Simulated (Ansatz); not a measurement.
Relaxation of a periodic cell of 20 atoms, HC$_{18}$N (surface graphene monolayer, adsorbate NH), to a largest force component of 0.03 eV/Å in at most 60 steps.

Computed with DFT PBEsol, scalar-relativistic, plane waves, PAW in Ansatz. Settings: cutoff 420 eV, k mesh 2x2x1, fermi-dirac smearing 0.05 eV, no spin polarisation.

```xyz
20
Lattice="7.3980 0.0000 0.0000 -3.6990 6.4069 0.0000 0.0000 0.0000 11.0000" Properties=species:S:1:pos:R:3
C 0.000 0.000 1.000
C 1.233 0.712 1.000
C -1.233 2.136 1.000
C 0.000 2.847 1.000
C -2.466 4.271 1.000
C -1.233 4.983 1.000
C 2.466 0.000 1.000
C 3.699 0.712 1.000
C 1.233 2.136 1.000
C 2.466 2.847 1.000
C 0.000 4.271 1.000
C 1.233 4.983 1.000
C 4.932 0.000 1.000
C 6.165 0.712 1.000
C 3.699 2.136 1.000
C 4.932 2.847 1.000
C 2.466 4.271 1.000
C 3.699 4.983 1.000
N 6.576 0.949 2.430
H 8.631 -0.712 0.690
```

Question: Where does it end, and by what steps?

Answer: The run converged. Limits of this set-up: slab without dipole correction, open-shell adsorbate without spin. After 17 steps the energy has fallen by 5.115 eV; H20 moved furthest, 1.73 Å. Joined: C18–H20 (1.46 → 1.13 Å).

```json
{"step": "0", "energy less start (eV)": "0.0000", "largest force component (eV/Å)": "2.346", "accepted": "yes"}
{"step": "1", "energy less start (eV)": "-0.8106", "largest force component (eV/Å)": "2.568", "accepted": "yes"}
{"step": "2", "energy less start (eV)": "-1.5319", "largest force component (eV/Å)": "2.015", "accepted": "yes"}
{"step": "3", "energy less start (eV)": "-2.0494", "largest force component (eV/Å)": "1.184", "accepted": "yes"}
{"step": "4", "energy less start (eV)": "-2.5606", "largest force component (eV/Å)": "1.347", "accepted": "yes"}
{"step": "5", "energy less start (eV)": "-2.9943", "largest force component (eV/Å)": "1.480", "accepted": "yes"}
{"step": "6", "energy less start (eV)": "-3.4364", "largest force component (eV/Å)": "1.517", "accepted": "yes"}
{"step": "7", "energy less start (eV)": "-3.9850", "largest force component (eV/Å)": "1.182", "accepted": "yes"}
{"step": "8", "energy less start (eV)": "-4.3956", "largest force component (eV/Å)": "1.480", "accepted": "yes"}
{"step": "9", "energy less start (eV)": "-4.6879", "largest force component (eV/Å)": "1.410", "accepted": "yes"}
{"step": "10", "energy less start (eV)": "-4.8912", "largest force component (eV/Å)": "0.973", "accepted": "yes"}
{"step": "11", "energy less start (eV)": "-5.0695", "largest force component (eV/Å)": "0.479", "accepted": "yes"}
{"step": "12", "energy less start (eV)": "-5.0578", "largest force component (eV/Å)": "0.913", "accepted": "no"}
{"step": "13", "energy less start (eV)": "-5.0965", "largest force component (eV/Å)": "0.291", "accepted": "yes"}
{"step": "14", "energy less start (eV)": "-5.0973", "largest force component (eV/Å)": "0.400", "accepted": "yes"}
{"step": "15", "energy less start (eV)": "-5.1143", "largest force component (eV/Å)": "0.055", "accepted": "yes"}
{"step": "16", "energy less start (eV)": "-5.1147", "largest force component (eV/Å)": "0.034", "accepted": "yes"}
{"step": "17", "energy less start (eV)": "-5.1147", "largest force component (eV/Å)": "0.005", "accepted": "yes"}
```

```xyz
20
Lattice="7.3980 0.0000 0.0000 -3.6990 6.4069 0.0000 0.0000 0.0000 11.0000" Properties=species:S:1:pos:R:3
C 0.106 0.040 1.007
C 1.309 0.737 1.068
C -1.145 2.191 1.478
C 0.103 2.884 1.169
C -2.362 4.262 0.989
C -1.153 5.000 1.035
C 2.542 0.013 1.005
C 3.774 0.730 1.025
C 1.309 2.168 1.117
C 2.539 2.879 1.019
C 0.080 4.280 1.042
C 1.307 4.993 0.950
C 4.984 0.000 1.013
C 6.243 0.657 1.312
C 3.779 2.158 1.048
C 4.996 2.880 1.145
C 2.520 4.274 0.917
C 3.791 4.999 0.652
N 6.263 1.292 2.603
H 7.516 -1.353 -0.474
```

Whether the end is a true minimum wasn't checked by a vibrational analysis.

Run time: 85 s on 1 thread of AMD EPYC 7R43 64-Core Processor (Zen 3) (shared host), peak memory 0.66 GiB.
